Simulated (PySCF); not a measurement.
3-methylpenta-1,2-diene (C6H10), SMILES C=C=C(C)CC. Atoms are numbered in the order given.

```xyz
16

C      2.5931    -0.3998     0.2636
C      1.3442    -0.0335     0.0565
C      0.0897     0.3404    -0.1412
C     -0.3327     1.0607    -1.4033
C     -0.9838     0.0492     0.8973
C     -2.0406    -0.9588     0.4253
H      3.3175     0.2674     0.7642
H      2.9679    -1.3888    -0.0557
H     -1.0816     0.4688    -1.9716
H     -0.8138     2.0315    -1.1540
H      0.5265     1.2574    -2.0710
H     -1.4830     1.0092     1.1625
H     -0.5008    -0.3211     1.8238
H     -2.7963    -1.1404     1.2162
H     -1.5733    -1.9316     0.1701
H     -2.5831    -0.6011    -0.4734
```

Geometry: PBE-D3(BJ)/def2-SVP. One conformer was computed; it need not be the lowest.

Method: PBE-D3(BJ)/def2-SVP in PySCF.

Harmonic, unscaled wavenumbers; measured fundamentals usually lie a few per cent lower.

Computed vibrational spectrum:
| mode | ν (cm⁻¹) | IR (km/mol) | moving atoms (share of kinetic energy) |
|---|---|---|---|
| 1 | 52 | 0.0 | C 57 %, H 43 % |
| 2 | 154 | 1.2 | H 80 %, C 20 % |
| 3 | 166 | 0.5 | C 56 %, H 44 % |
| 4 | 202 | 1.6 | H 56 %, C 44 % |
| 5 | 243 | 0.2 | H 67 %, C 33 % |
| 6 | 300 | 2.5 | C 65 %, H 35 % |
| 7 | 360 | 0.5 | C 59 %, H 41 % |
| 8 | 510 | 2.1 | C 67 %, H 33 % |
| 9 | 580 | 6.4 | C 80 %, H 20 % |
| 10 | 602 | 0.2 | H 86 %, C 14 % |
| 11 | 715 | 1.5 | C 72 %, H 28 % |
| 12 | 766 | 4.1 | H 84 %, C 16 % |
| 13 | 818 | 44.3 | H 74 %, C 26 % |
| 14 | 918 | 2.6 | H 63 %, C 37 % |
| 15 | 960 | 0.1 | H 64 %, C 36 % |
| 16 | 977 | 3.9 | H 73 %, C 27 % |
| 17 | 997 | 4.4 | H 54 %, C 46 % |
| 18 | 1030 | 3.4 | H 59 %, C 41 % |
| 19 | 1054 | 2.7 | C 55 %, H 45 % |
| 20 | 1186 | 2.5 | C 69 %, H 31 % |
| 21 | 1215 | 2.9 | H 66 %, C 34 % |
| 22 | 1266 | 19.5 | H 66 %, C 34 % |
| 23 | 1301 | 0.2 | H 68 %, C 32 % |
| 24 | 1333 | 4.1 | H 76 %, C 24 % |
| 25 | 1341 | 1.3 | H 79 %, C 21 % |
| 26 | 1393 | 4.3 | H 91 %, C 9 % |
| 27 | 1397 | 5.7 | H 90 %, C 10 % |
| 28 | 1406 | 9.4 | H 95 % |
| 29 | 1420 | 4.5 | H 97 % |
| 30 | 1428 | 5.4 | H 94 % |
| 31 | 1441 | 4.7 | H 57 %, C 43 % |
| 32 | 2021 | 32.3 | C 99 % |
| 33 | 2952 | 25.3 | H 94 % |
| 34 | 2957 | 32.0 | H 97 % |
| 35 | 2972 | 27.4 | H 97 % |
| 36 | 3027 | 14.6 | H 91 %, C 9 % |
| 37 | 3030 | 5.0 | H 91 %, C 9 % |
| 38 | 3041 | 8.5 | H 95 % |
| 39 | 3061 | 25.1 | H 91 %, C 9 % |
| 40 | 3064 | 23.0 | H 91 %, C 9 % |
| 41 | 3085 | 9.7 | H 91 %, C 9 % |
| 42 | 3120 | 2.1 | H 89 %, C 11 % |
